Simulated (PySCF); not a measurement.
SMILES B[SiH2][SiH2]CC (C2H11BSi2), singlet, GFN2-xTB optimised geometry.

```
16

B      2.30    -2.24    -0.56
Si     1.68    -0.50     0.00
Si    -0.66    -0.50     0.00
C     -1.35     1.28     0.00
C     -0.85     2.10     1.18
H      2.49    -2.49    -1.69
H      2.44    -3.11     0.20
H      2.11     0.65    -0.83
H      2.11    -0.07     1.35
H     -1.23    -1.19     1.17
H     -1.24    -1.17    -1.17
H     -1.06     1.79    -0.93
H     -2.44     1.26     0.01
H     -1.15     1.64     2.12
H     -1.26     3.11     1.16
H      0.24     2.17     1.18
```

Density from PBE0/def2-TZVP run with PySCF at that geometry.

Minimum of the electron density along straight lines between bonded atoms, close to the bond critical point (lines longer than 1.1 times the sum of covalent radii, or with two minima, are not listed):

```
bond     length / Å  ρ at the minimum / e bohr⁻³  ∇²ρ there / e bohr⁻⁵  position (fraction from the first atom)
-------  ----------  ---------------------------  --------------------  ---------------------------------------
B1–Si2        1.934                        0.120                     ?                                     0.61
Si2–Si3       2.339                            ?                 -0.15                                     0.48
Si3–C4        1.907                        0.116                  0.15                                     0.39
C4–C5         1.523                        0.243                     ?                                     0.50
B1–H6         1.171                        0.192                 -0.35                                     0.44
B1–H7         1.171                        0.192                 -0.35                                     0.44
Si2–H8        1.478                        0.118                  0.19                                     0.49
Si2–H9        1.478                        0.118                  0.19                                     0.49
Si3–H10       1.472                        0.121                  0.19                                     0.49
Si3–H11       1.473                        0.121                  0.19                                     0.49
C4–H12        1.092                        0.275                 -0.92                                     0.64
C4–H13        1.092                        0.274                 -0.92                                     0.64
C5–H14        1.088                        0.280                 -0.96                                     0.64
C5–H15        1.089                        0.278                 -0.95                                     0.64
C5–H16        1.088                        0.279                 -0.96                                     0.64
```

Question: Complete the blanks.

Answer: 
- B1–Si2, ∇²ρ there / e bohr⁻⁵: 0.02
- Si2–Si3, ρ at the minimum / e bohr⁻³: 0.091
- C4–C5, ∇²ρ there / e bohr⁻⁵: -0.59
